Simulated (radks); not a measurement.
The numbers below are computed, except where a source is named.
Q: These are the eigenvalues of the occupied orbitals of an atom or ion with whole-number occupations (eV). Code: a radial shooting solver on a logarithmic mesh with Libxc functionals. Model: scalar-relativistic Kohn-Sham, PBE, spin-polarised, spherical densities, finite nucleus; Fermi nuclear charge, rms radius of each element as measured or else 0.836 A^(1/3) + 0.57 fm.

orbital  eigenvalue
1s up     -1511.076
1s down   -1511.031
2s up     -108.1069
2s down   -108.0518
2p up      -69.5924
2p down    -69.5220
3s up       -8.0458
3s down     -7.2816
3p up       -3.0102

Which element is it, and in what charge state? The configuration may be excited. Open shells, if any, are filled with parallel spins first.

A: Z = 13, aluminium, charge 0: Al in [Ne] 3s2 3p1. The list shows which subshells hold electrons but not how many an open one holds; the 1s level, -55.531 hartree, gives Z - s = 10.5 by -(Z - s)^2/2, which with screening and relativity narrows Z to a few neighbours, and the depths of the outer levels then fix element, charge and occupations together.
